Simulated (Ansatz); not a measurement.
`N=CBr` + `[AlH3]` → `N=[CH][AlH2]` + HBr  (formal exchange of groups at a C–Br bond)

Computed with Ansatz on PBE0-D4/def2-TZVP structures; ΔE is electronic, products minus reactants. CBS: MP2 limit from def2 TZ/QZ plus the TZ coupled-cluster correction, frozen cores. This one scheme is used for every species. For Br outer-core shells are correlated without core-valence functions, which leaves a few kJ/mol of doubt a bond. Scalar relativity is left out up to krypton. One conformer a species, not always the lowest.

`N=CBr`:

```xyz
5

N     0.701    0.007   -0.721
C    -0.145    0.031    0.192
Br    0.011    1.256    1.632
H     0.469   -0.706   -1.413
H    -1.035   -0.587    0.309
```

`[AlH3]`:

Z-matrix (Å, degrees):
```
Al
H 1 1.586
H 1 1.586 2 120.0
H 1 1.586 2 120.0 3 -179.9
```

`N=[CH][AlH2]`:

```xyz
7

N    -0.316   -1.456    0.446
C     0.073   -0.257    0.652
Al    0.057    0.918   -0.940
H    -0.294   -2.022    1.301
H     0.384    0.066    1.660
H    -0.380    0.307   -2.331
H     0.477    2.444   -0.789
```

HBr:

```xyz
2

Br   -0.091    0.578   -0.403
H     0.091   -0.578    0.403
```

```tsv
species	CCSD(T)/CBS(def2) energy (Eh)
`N=CBr`	-2667.24523
`[AlH3]`	-243.78045
`N=[CH][AlH2]`	-337.11808
HBr	-2573.91920
```

Task: Work out ΔE.

Result: ΔE = (-337.11808) + (-2573.91920) − (-2667.24523) − (-243.78045) = -0.01160 Eh = -7.3 kcal/mol.

Largest T1 diagnostic among the species: 0.012.

At CCSD(T), def2-SVP lies −1.4 kcal/mol from the extrapolated value and def2-TZVPP +0.3 kcal/mol. From PBE to PBE0 (25 % exact exchange), in def2-TZVPP and without D4, ΔE moves by −1.2 kcal/mol. Leaving LDA and LC-ωPBE aside and taking each functional with its dispersion term where it has one, the values, not all of them listed here, spread over 3.1 kcal/mol, from ωB97M-V to revPBE-D4. LDA lies +0.7 kcal/mol from PBE without D4.
